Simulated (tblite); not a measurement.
Compound: C₄H₁₂N₂O₂Si₂.
Structure used (GFN2-xTB), in Å, numbered top down from 1:
```
atom  x, y, z in Å
C1     3.3805    1.3085    0.1935
N2     2.5546    0.6175    0.8424
C3     2.4687   -0.7824    0.6531
Si4    0.7911   -1.1015   -0.3077
Si5   -0.6735    0.0502    1.0312
O6    -0.1633    1.5437    1.4178
N7    -2.0512    0.3050   -0.0542
C8    -2.1737   -0.3922   -1.1895
C9    -3.4006   -0.1021   -2.0241
O10   -1.3424   -1.2201   -1.5410
H11    4.1199    0.8920   -0.4971
H12    3.3753    2.3816    0.3197
H13    3.3336   -1.1984    0.1212
H14    2.3996   -1.2521    1.6344
H15    1.1163   -0.5454   -1.6288
H16    0.6546   -2.5560   -0.3370
H17   -1.3303   -0.4963    2.2282
H18    0.7908    1.6598    1.4776
H19   -2.7667    0.9867    0.1408
H20   -3.4358   -0.7823   -2.8702
H21   -4.3001   -0.2193   -1.4232
H22   -3.3578    0.9225   -2.3893
```

Level: GFN2-xTB in tblite, geometry and Hessian alike; calculated harmonic values, unscaled, isolated species. Against measured fundamentals such values can be off by several per cent, at times by over 20. Modes of hydrogen on silicon can be 10 to 20 % off. One conformer, not necessarily the lowest.

Harmonic wavenumbers (cm⁻¹): 36.4, 66.9, 81.3, 85.5, 92.6, 97.9, 111.3, 168.0, 174.8, 228.2, 237.3, 270.0, 377.5, 420.7, 432.0, 453.9, 474.0, 545.4, 579.1, 584.5, 605.0, 623.3, 670.0, 707.1, 723.0, 755.2, 759.9, 777.1, 828.1, 892.8, 910.3, 947.1, 964.7, 1003.3, 1010.9, 1031.6, 1119.0, 1173.5, 1197.6, 1249.1, 1368.2, 1395.6, 1426.7, 1454.1, 1464.5, 1473.8, 1677.8, 1711.4, 2163.9, 2183.4, 2255.5, 2877.0, 2893.5, 2973.1, 3020.2, 3026.7, 3061.4, 3064.0, 3461.0, 3464.0.

A = 1761, B = 579.4, C = 503.7 MHz; mass 176.044 u (most abundant isotopes); point group C1, symmetry number 1.

Q: Zero-point energy?

A: Half the sum of the wavenumbers: 34941 cm⁻¹ = 99.90 kcal/mol.

Q: Give the ideal-gas entropy at 200 K and 1 bar in the rigid-rotor, harmonic-oscillator model (classical rotation).

A: Translation 39.45, rotation 29.62, vibration 32.20: S = 101.3 cal/(mol K).

Q: And Cp and H(200 K) − H(0)?

A: Cp = 39.73 cal/(mol K), of which vibrations give 31.78 (their classical limit is 60 R = 119.2); H(200 K) − H(0) = 4.99 kcal/mol without the zero-point energy, 3.40 from vibrations.

Q: Which modes carry the vibrational entropy at 200 K?

A: 36.4 cm⁻¹: 4.66; 66.9 cm⁻¹: 3.46; 81.3 cm⁻¹: 3.08; 85.5 cm⁻¹: 2.98; 92.6 cm⁻¹: 2.83; 97.9 cm⁻¹: 2.72 cal/(mol K); the other 54 give 12.46 together.

Q: What must be added to the electronic energy to get the Gibbs energy at 200 K and 1 bar?

A: ZPE + [H(200 K) − H(0)] − T·S = 99.90 + 4.99 − 20.25 = 84.64 kcal/mol.

Q: Blend soft modes into free rotors: weight 1/[1 + (100 cm⁻¹/ν̃)⁴] for the oscillator and the rest for a rotor with moment μB/(μ + B), μ = h/(8π²ν), B = 10⁻⁴⁴ kg m². What vibrational entropy results?

A: 29.74 cal/(mol K) in place of 32.20, which changes −T·S at 200 K by +0.49 kcal/mol.

Hindered rotation and anharmonicity are outside this model. Other conformers, if any are populated, would add a mixing term that is left out. The structure is chiral; the term R ln 2 for an equal mix with its mirror image is left out.
